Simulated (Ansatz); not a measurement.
Hg2O⁺. The state is a doublet with charge 1. Geometry PBE-D4/def2-TZVP, that of the neutral singlet.

Cartesian coordinates in Å:
```
Hg 1.921 -0.343 0.629
Hg -1.921 0.344 -0.629
O 0.000 -0.001 0.001
```

In the def2 sets Hg takes a core potential; there is no spin–orbit coupling. At PBE-D4/def2-TZVP an occupied level of the charge 1 doublet lies above an empty one (by up to 0.01 eV), so this SCF solution is probably not the lowest. At PBE-D4/def2-TZVP the gap within one spin of the charge 1 doublet nearly closes, so an electron or hole may be smeared out by delocalisation error. The structure comes from a short search, and lower isomers may exist.

Estimate the α-spin orbital energies around the gap (eV) in Ansatz with PBE-D4/def2-TZVP, r2SCAN-D4/def2-TZVP, PBE0-D4/def2-TZVP.


```json
{"orbital": "HOMO−5", "PBE-D4/def2-TZVP": "-16.35", "r2SCAN-D4/def2-TZVP": "-16.87", "PBE0-D4/def2-TZVP": "-18.29"}
{"orbital": "HOMO−4", "PBE-D4/def2-TZVP": "-16.19", "r2SCAN-D4/def2-TZVP": "-16.63", "PBE0-D4/def2-TZVP": "-17.95"}
{"orbital": "HOMO−3", "PBE-D4/def2-TZVP": "-14.18", "r2SCAN-D4/def2-TZVP": "-14.18", "PBE0-D4/def2-TZVP": "-14.92"}
{"orbital": "HOMO−2", "PBE-D4/def2-TZVP": "-12.60", "r2SCAN-D4/def2-TZVP": "-12.17", "PBE0-D4/def2-TZVP": "-12.59"}
{"orbital": "HOMO−1", "PBE-D4/def2-TZVP": "-11.98", "r2SCAN-D4/def2-TZVP": "-11.40", "PBE0-D4/def2-TZVP": "-12.59"}
{"orbital": "HOMO", "PBE-D4/def2-TZVP": "-11.89", "r2SCAN-D4/def2-TZVP": "-11.40", "PBE0-D4/def2-TZVP": "-12.49"}
{"orbital": "LUMO", "PBE-D4/def2-TZVP": "-10.11", "r2SCAN-D4/def2-TZVP": "-9.88", "PBE0-D4/def2-TZVP": "-9.08"}
{"orbital": "LUMO+1", "PBE-D4/def2-TZVP": "-5.50", "r2SCAN-D4/def2-TZVP": "-5.19", "PBE0-D4/def2-TZVP": "-4.79"}
{"orbital": "LUMO+2", "PBE-D4/def2-TZVP": "-5.47", "r2SCAN-D4/def2-TZVP": "-5.19", "PBE0-D4/def2-TZVP": "-4.79"}
{"orbital": "LUMO+3", "PBE-D4/def2-TZVP": "-5.46", "r2SCAN-D4/def2-TZVP": "-4.99", "PBE0-D4/def2-TZVP": "-4.63"}
{"orbital": "LUMO+4", "PBE-D4/def2-TZVP": "-5.38", "r2SCAN-D4/def2-TZVP": "-4.99", "PBE0-D4/def2-TZVP": "-4.63"}
{"orbital": "LUMO+5", "PBE-D4/def2-TZVP": "-4.37", "r2SCAN-D4/def2-TZVP": "-3.74", "PBE0-D4/def2-TZVP": "-3.54"}
{"orbital": "β HOMO", "PBE-D4/def2-TZVP": "-11.60", "r2SCAN-D4/def2-TZVP": "-11.39", "PBE0-D4/def2-TZVP": "-12.63"}
{"orbital": "β LUMO", "PBE-D4/def2-TZVP": "-11.61", "r2SCAN-D4/def2-TZVP": "-11.21", "PBE0-D4/def2-TZVP": "-10.36"}
```
